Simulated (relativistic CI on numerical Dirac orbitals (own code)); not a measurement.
## Slater and spin-orbit integrals, Nb XXXVI

These numbers are calculated, not measured: Dirac-Coulomb-Breit CI, orbitals from a KLI potential per configuration, model QED, unscaled Slater integrals (own radial code, finite nucleus).

Slater integrals F^k, G^k are unscaled and averaged over j, outside the closed core 1s2; ζ comes from projecting the Hamiltonian with its Breit term on Σ l·s of the shell.

- 2s²2p²: F^2(2p,2p) = 741850, ζ(2p) = 571670 cm⁻¹; <r>(2p) = 0.1285, <r^2>(2p) = 0.01998 (bohr units).
- 2s2p³: F^2(2p,2p) = 740630, G^1(2s,2p) = 784660, ζ(2p) = 568330 cm⁻¹; <r>(2s) = 0.1495, <r^2>(2s) = 0.02624, <r>(2p) = 0.1287, <r^2>(2p) = 0.02005 (bohr units).
- 2p⁴: F^2(2p,2p) = 738730, ζ(2p) = 565080 cm⁻¹; <r>(2p) = 0.1291, <r^2>(2p) = 0.02015 (bohr units).

Averages of the first 10 configurations, taken without configuration mixing, which lowers the lowest level and can move excited configurations by several eV; other configurations of the list can lie among them:

```csv
Configuration,Parity,States,Average energy above the lowest level (eV)
2s²2p²,even,15,140.9
2s2p³,odd,40,347.7
2p⁴,even,15,586.3
2p³3s,odd,40,3187.6
2p³3p,even,120,3248.3
2p³3d,odd,200,3305.4
2s²2p3s,odd,12,2784.9
2s²2p3p,even,36,2850.4
2s²2p3d,odd,60,2907.8
2s2p²3s,even,60,2970.1
```
